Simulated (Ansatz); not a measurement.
BH4NSn (`[BH]1[NH][SnH2]1`), relaxed with RKS PBE-D4/def2-SVP in the Gaussian-basis code of Ansatz from a rough embedded geometry. The force threshold is 0.03 eV/Å; the program also tests the step.

The species carries charge 0 and has multiplicity 1. Sn takes the def2 core potential.

Start:

```xyz
7

B    -0.634   -0.936   -0.386
N     0.575   -0.930    0.557
Sn    0.587    0.949   -0.029
H    -1.462   -1.517   -0.872
H     0.168   -0.975    1.536
H     1.339    1.343   -1.568
H    -0.572    2.066    0.762
```

**Question.** How much energy does the relaxation release, and in how many steps? (Best estimate.)

**Answer.** Computed: 238.68 kJ/mol, in 11 steps.

**Question.** Which bonds change most? (An estimate is asked.)

**Answer.** Ansatz gave: N2–Sn3 from 1.968 to 2.272 Å; B1–N2 from 1.533 to 1.330 Å; B1–H4 from 1.122 to 1.206 Å; Sn3–H7 from 1.794 to 1.750 Å.

**Question.** Give the relaxed structure. (An estimate is asked.)

**Answer.** Ansatz gave: 
```xyz
7

B    -0.748   -1.021   -0.293
N     0.186   -0.769    0.620
Sn    0.006    1.142   -0.597
H    -1.543   -1.783   -0.785
H     0.665   -1.231    1.394
H     1.684    1.368   -1.035
H    -0.250    2.294    0.695
```
